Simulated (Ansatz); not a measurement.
C$_{2}$H$_{6}$Ge (SMILES C=[CH][GeH3]), singlet, geometry from GFN2-xTB; SC-NEVPT2/6-31G, CASSCF(2,2) (Ansatz, a quantum-chemistry and plane-wave program).

Ansatz was given this input:
Ansatz 0.2 input:
```yaml
crystal:
  periodic: [false, false, false]
  atoms:
    - {symbol: Ge, position_ang: [0.66414980, -0.23444849, -0.11534476]}
    - {symbol: C, position_ang: [-1.02603397, 0.72240959, -0.13660217]}
    - {symbol: C, position_ang: [-2.06289268, 0.41992095, 0.62768879]}
    - {symbol: H, position_ang: [0.97554695, -0.80420693, -1.46232096]}
    - {symbol: H, position_ang: [0.63188073, -1.35020173, 0.87528771]}
    - {symbol: H, position_ang: [1.79425346, 0.67966910, 0.23564313]}
    - {symbol: H, position_ang: [-1.10481185, 1.55478471, -0.82604285]}
    - {symbol: H, position_ang: [-2.99185172, 0.96973770, 0.59511150]}
    - {symbol: H, position_ang: [-2.02425136, -0.40141430, 1.32683419]}
basis:
  gaussian:
    orbitals: 6-31G
magnetization: {spin_polarized: false}
correlation: {method: sc_nevpt2, electrons: all, active_space: {window: {electrons: 2, orbitals: 2}}}
```

The log (banner, timings and long lists left out):

```
Functional definition: HF
696 factors; integrals over basis functions are off by at most 4.6e-4 eV
mean field evaluation 1: about -58616.8505 eV, gradient 1.9e1 eV
mean field evaluation 2: about -58616.8545 eV, gradient 1.9e1 eV
mean field evaluation 4: about -58618.0640 eV, gradient 2.2e0 eV
mean field evaluation 8: about -58618.0767 eV, gradient 1.6e-2 eV
mean field -58618.07668425 eV, -2154.1745853869 hartree, gradient 8.1e-7 eV, S^2 0.000000; 0 other end points of the search recorded, 0 dependent functions left out; unrestricted orbitals would lower it
reference -58618.07668425 eV, -2154.1745853869 hartree; 25, 25 occupied and 34, 34 virtual orbitals, 696 factors
state -58618.87272764 eV, -2154.2038394418 hartree
state -58618.87272764 eV, -2154.2038394418 hartree; corrected -58630.43034022 eV, -2154.6285738699 hartree
Total energy: -58630.43034022 eV, -2154.6285738699 hartree
```
